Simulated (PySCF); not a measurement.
PySCF job for formate (CHO2), SMILES C(=O)[O-], charge -1, B3LYP/pcSseg-2. The structure is a stationary point at PBE0-D3(BJ)/def2-TZVPD.

```python
import numpy as np
from pyscf import gto, scf, dft
from pyscf.prop.nmr import rks as nmr

mol = gto.M(
    atom='''
    O     0.00000000    1.13098650   -0.20836221
    C    -0.00000000    0.00000000    0.31361056
    O     0.00000000   -1.13098651   -0.20836221
    H     0.00000000    0.00000002    1.45213197
    ''',
    basis='pcSseg-2',
    charge=-1,
    spin=0,
    max_memory=1600,
    verbose=3,
)
mf = dft.RKS(mol, xc='b3lyp')
mf.grids.level = 3
mf.conv_tol = 1e-10
mf.max_cycle = 100
mf.kernel()
n = nmr.NMR(mf)
n.verbose = 2
n.max_cycle_cphf = 60
sigma = n.kernel()
print('atom   isotropic/ppm   span/ppm')
for i, s in enumerate(sigma):
    w = np.linalg.eigvalsh((s + s.T) / 2)
    print(f'{mol.atom_symbol(i):2s}{i + 1:3d} {w.mean():14.3f} {w[2] - w[0]:11.3f}')
```

It prints:

```
converged SCF energy = -189.290875037231
atom   isotropic/ppm   span/ppm
O   1        -37.457     410.816
C   2          9.862     158.010
O   3        -37.455     410.814
H   4         21.844       9.639
```

Self-consistency was reached.

Cost: roughly 21 core-seconds.
